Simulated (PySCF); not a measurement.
Delta-SCF ions had no search for a lower state. Excitations are Tamm–Dancoff values on a coarser integration grid. The basis has no diffuse functions, so Rydberg states are missing or too high.

# C3H7B, SMILES `BCC=C` (charge 0, multiplicity 1)

All values below come from PBE0-D4/def2-TZVP run with PySCF 2.14.0.

| Item | Value |
|---|---|
| HOMO | -7.25 eV |
| dipole moment | 0.52 D |
| HOMO–LUMO gap | 5.94 eV |
| LUMO | -1.31 eV |
| S1 excitation (TDA) | 4.72 eV |
| S1 oscillator strength | 0.003 |
| brightest of the four lowest singlets (TDA) | 7.36 eV |
| T1 excitation (TDA) | 4.34 eV |
| S1–T1 gap (TDA) | 0.37 eV |
| vertical ionisation energy (Delta-SCF) | 9.45 eV |
| total energy | -143.1948 Ha |
| cost | very roughly 2.7 core-minutes |

```xyz
11

B     -1.8102    -0.1084     0.2295
C     -0.4633    -0.1394    -0.5402
C      0.7228     0.4690     0.1243
C      1.8890    -0.1360     0.3020
H     -2.0045     0.6984     1.0935
H     -2.7018    -0.8402    -0.0914
H     -0.7590     0.4876    -1.4108
H     -0.2329    -1.1165    -0.9753
H      0.5870     1.4777     0.5104
H      2.7069     0.3518     0.8187
H      2.0660    -1.1441    -0.0608
```
